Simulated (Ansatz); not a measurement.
## Molecular dynamics, step by step

BHClF3 (SMILES Cl.FB(F)F), closed shell, PBE0-D4/def2-SVP (Ansatz 0.2.0). Settings (timestep in fs, temperature in K; T counts 12 degrees of freedom):

```yaml
hamiltonian: {xc: pbe0, dispersion: d4}
md: {n_steps: 40, timestep: 1.0, temperature: 100, ensemble: nve, seed: 271, initial_velocities: maxwell_boltzmann}
```

Start (the SMILES describes the start alone):

Cl1  (-0.636, 0.319, -1.967)
H2  (0.615, 0.172, -2.198)
F3  (-0.774, -1.176, 1.117)
B4  (-0.003, -0.120, 1.024)
F5  (-0.453, 1.060, 1.377)
F6  (1.251, -0.256, 0.648)
(Å)

```json
{"step": "0", "time (fs)": "0.00", "potential energy less the start (meV)": "0.0", "kinetic energy (meV)": "51.7", "T (K)": "100"}
{"step": "2", "time (fs)": "2.00", "potential energy less the start (meV)": "16.2", "kinetic energy (meV)": "36.8", "T (K)": "71"}
{"step": "4", "time (fs)": "4.00", "potential energy less the start (meV)": "8.3", "kinetic energy (meV)": "43.7", "T (K)": "84"}
{"step": "6", "time (fs)": "6.00", "potential energy less the start (meV)": "12.4", "kinetic energy (meV)": "39.9", "T (K)": "77"}
{"step": "8", "time (fs)": "8.00", "potential energy less the start (meV)": "22.3", "kinetic energy (meV)": "30.7", "T (K)": "59"}
{"step": "10", "time (fs)": "10.00", "potential energy less the start (meV)": "7.3", "kinetic energy (meV)": "44.6", "T (K)": "86"}
{"step": "12", "time (fs)": "12.00", "potential energy less the start (meV)": "14.5", "kinetic energy (meV)": "37.9", "T (K)": "73"}
{"step": "14", "time (fs)": "14.00", "potential energy less the start (meV)": "20.5", "kinetic energy (meV)": "32.3", "T (K)": "62"}
{"step": "16", "time (fs)": "16.00", "potential energy less the start (meV)": "9.2", "kinetic energy (meV)": "42.6", "T (K)": "82"}
{"step": "18", "time (fs)": "18.00", "potential energy less the start (meV)": "20.9", "kinetic energy (meV)": "31.9", "T (K)": "62"}
{"step": "20", "time (fs)": "20.00", "potential energy less the start (meV)": "12.7", "kinetic energy (meV)": "39.7", "T (K)": "77"}
{"step": "22", "time (fs)": "22.00", "potential energy less the start (meV)": "1.6", "kinetic energy (meV)": "50.1", "T (K)": "97"}
{"step": "24", "time (fs)": "24.00", "potential energy less the start (meV)": "16.5", "kinetic energy (meV)": "36.5", "T (K)": "71"}
{"step": "26", "time (fs)": "26.00", "potential energy less the start (meV)": "6.5", "kinetic energy (meV)": "45.5", "T (K)": "88"}
{"step": "28", "time (fs)": "28.00", "potential energy less the start (meV)": "9.8", "kinetic energy (meV)": "42.5", "T (K)": "82"}
{"step": "30", "time (fs)": "30.00", "potential energy less the start (meV)": "18.0", "kinetic energy (meV)": "34.9", "T (K)": "67"}
{"step": "32", "time (fs)": "32.00", "potential energy less the start (meV)": "2.2", "kinetic energy (meV)": "49.6", "T (K)": "96"}
{"step": "34", "time (fs)": "34.00", "potential energy less the start (meV)": "9.9", "kinetic energy (meV)": "42.5", "T (K)": "82"}
{"step": "36", "time (fs)": "36.00", "potential energy less the start (meV)": "16.0", "kinetic energy (meV)": "36.7", "T (K)": "71"}
{"step": "38", "time (fs)": "38.00", "potential energy less the start (meV)": "6.8", "kinetic energy (meV)": "45.0", "T (K)": "87"}
{"step": "40", "time (fs)": "40.00", "potential energy less the start (meV)": "20.8", "kinetic energy (meV)": "32.0", "T (K)": "62"}
```

Step 26, positions (Å) and forces (eV/Å):

| atom | x | y | z | Fx | Fy | Fz |
| --- | --- | --- | --- | --- | --- | --- |
| Cl1 | -0.617 | 0.289 | -1.934 | -0.466 | -0.025 | 0.077 |
| H2 | 0.648 | 0.404 | -2.026 | 0.479 | 0.033 | -0.038 |
| F3 | -0.790 | -1.151 | 1.084 | 0.007 | -0.125 | -0.060 |
| B4 | -0.007 | -0.106 | 0.989 | -0.516 | 0.374 | 0.375 |
| F5 | -0.453 | 1.062 | 1.422 | 0.330 | -0.355 | -0.271 |
| F6 | 1.232 | -0.247 | 0.586 | 0.166 | 0.098 | -0.082 |

Step 30, positions (Å) and forces (eV/Å):

| atom | x | y | z | Fx | Fy | Fz |
| --- | --- | --- | --- | --- | --- | --- |
| Cl1 | -0.615 | 0.285 | -1.929 | 0.951 | 0.133 | -0.004 |
| H2 | 0.694 | 0.438 | -1.997 | -0.941 | -0.122 | 0.044 |
| F3 | -0.794 | -1.153 | 1.079 | 0.017 | -0.034 | -0.093 |
| B4 | -0.015 | -0.104 | 0.978 | -0.383 | 0.292 | 0.460 |
| F5 | -0.446 | 1.063 | 1.427 | 0.221 | -0.332 | -0.289 |
| F6 | 1.227 | -0.240 | 0.579 | 0.134 | 0.063 | -0.119 |

Step 38, positions (Å) and forces (eV/Å):

| atom | x | y | z | Fx | Fy | Fz |
| --- | --- | --- | --- | --- | --- | --- |
| Cl1 | -0.608 | 0.277 | -1.917 | 0.099 | 0.055 | 0.035 |
| H2 | 0.666 | 0.489 | -1.934 | -0.099 | -0.036 | -0.005 |
| F3 | -0.800 | -1.157 | 1.069 | -0.034 | 0.127 | -0.066 |
| B4 | -0.038 | -0.094 | 0.973 | 0.654 | -0.540 | 0.014 |
| F5 | -0.429 | 1.061 | 1.432 | -0.267 | 0.357 | 0.022 |
| F6 | 1.217 | -0.227 | 0.562 | -0.354 | 0.037 | 0.001 |

Last step (40):

Cl1  (-0.607, 0.274, -1.914)
H2  (0.691, 0.505, -1.919)
F3  (-0.802, -1.158, 1.065)
B4  (-0.040, -0.095, 0.973)
F5  (-0.425, 1.061, 1.433)
F6  (1.213, -0.223, 0.558)
(Å)

Hardware: 4 CPU threads of an AMD EPYC 9R45, shared host. Wall time about 12 s.
